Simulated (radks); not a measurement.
Question: Cu, configuration [Ar] 3d10 4s1. Method: scalar-relativistic Kohn-Sham, LDA (Slater exchange, Perdew-Wang correlation), spin-polarised, spherical densities, point nucleus; open shells are filled with parallel spins first; hard spherical wall at 3.5 bohr; computed with a radial shooting solver on a logarithmic mesh with Libxc functionals. Some entries of the table are withheld. Estimate them.

| orbital | occ. | eigenvalue (Ry) | r(max) (bohr) |
|---|---|---|---|
| 1s up | 1 | -648.6976 | 0.03417 |
| 1s down | 1 | -648.6916 | 0.03417 |
| 2s up | 1 | -77.39409 | 0.1970 |
| 2s down | 1 | -77.39326 | 0.1970 |
| 2p up | 3 | -66.81306 | 0.1582 |
| 2p down | 3 | -66.81141 | 0.1582 |
| 3s up | 1 | -7.88135 | 0.6143 |
| 3s down | 1 | -7.87780 | 0.6143 |
| 3p up | 3 | -4.79338 | 0.6200 |
| 3p down | 3 | -4.78764 | 0.6199 |
| 3d up | 5 | 0.08214 | 0.6038 |
| 3d down | 5 | 0.10454 | 0.6023 |
| 4s up | 1 | 0.31732 | (1) |
| 4s down | 0 | 0.40590 | (2) |
| 4p up | 0 | 0.99465 | 2.120 |
| 4p down | 0 | 1.08497 | 2.117 |
| 4d up | 0 | 2.29208 | 2.381 |
| 4d down | 0 | 2.37090 | 2.380 |
| 5s up | 0 | 4.06894 | 2.754 |
| 5s down | 0 | 4.13061 | 2.755 |

Answer: 
(1) 4s up r(max) (bohr): 1.953
(2) 4s down r(max) (bohr): 1.946
